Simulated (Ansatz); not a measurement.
```yaml
crystal:
  periodic: [false, false, false]
  atoms:
    - {symbol: C, position_ang: [-1.175786, -0.729783, 0.755018]}
    - {symbol: C, position_ang: [0.195082, -0.083834, 0.782853]}
    - {symbol: C, position_ang: [1.249472, -0.942913, 0.113820]}
    - {symbol: O, position_ang: [0.150279, 1.197033, 0.189507]}
    - {symbol: Al, position_ang: [-0.167955, 1.890955, -1.287181]}
    - {symbol: Cl, position_ang: [-0.041497, 3.953555, -1.457508]}
    - {symbol: Cl, position_ang: [-0.687406, 0.779393, -2.971238]}
    - {symbol: H, position_ang: [-1.914343, -0.080295, 1.229263]}
    - {symbol: H, position_ang: [-1.488306, -0.922361, -0.275790]}
    - {symbol: H, position_ang: [-1.165678, -1.682543, 1.289484]}
    - {symbol: H, position_ang: [0.485580, 0.077873, 1.828180]}
    - {symbol: H, position_ang: [1.345974, -1.904457, 0.623385]}
    - {symbol: H, position_ang: [2.220866, -0.444828, 0.138133]}
    - {symbol: H, position_ang: [0.980720, -1.136996, -0.928926]}
basis:
  gaussian: {orbitals: def2-TZVPD}
hamiltonian: {xc: {name: SVWN5}}
```

```sh
$ ansatz run in.yaml --threads 4 --pin off --events-out ev --progress --plain --max-ram 11315MiB
```

It prints (some lines left out):

```
Functional definition: SVWN5
  name "SVWN5"
  cite "Dirac, Proc. Camb. Phil. Soc. 26, 376 (1930) doi:10.1017/S0305004100016108"
  cite "Slater, Phys. Rev. 81, 385 (1951) doi:10.1103/PhysRev.81.385"
  cite "Vosko, Wilk & Nusair, Can. J. Phys. 58, 1200 (1980) doi:10.1139/p80-159"
  exchange = slater_x
  correlation = vwn5_c
1887 factors; their error is unknown
mean field evaluation 1: about -36750.3179 eV, gradient 9.4e1 eV
mean field evaluation 2: about -36625.4345 eV, gradient 2.2e2 eV
mean field evaluation 4: about -36768.8493 eV, gradient 1.7e1 eV
mean field evaluation 8: about -36769.3798 eV, gradient 1.9e-1 eV
mean field evaluation 16: about -36769.3353 eV, gradient 6.6e-4 eV
mean field -36769.33526162 eV, -1351.2481477140 hartree, gradient 3.4e-5 eV, S^2 0.000000; 0 other end points of the search recorded, 0 dependent functions left out
reference -36769.33533449 eV, -1351.2481503918 hartree; 40, 40 occupied and 309, 309 virtual orbitals, 1887 factors
Total energy: -36769.33533449 eV, -1351.2481503918 hartree
```

It took 4.2 s on 4 threads of an Arm Neoverse V1 on a shared host, with 0.73 GiB of host memory at the peak.
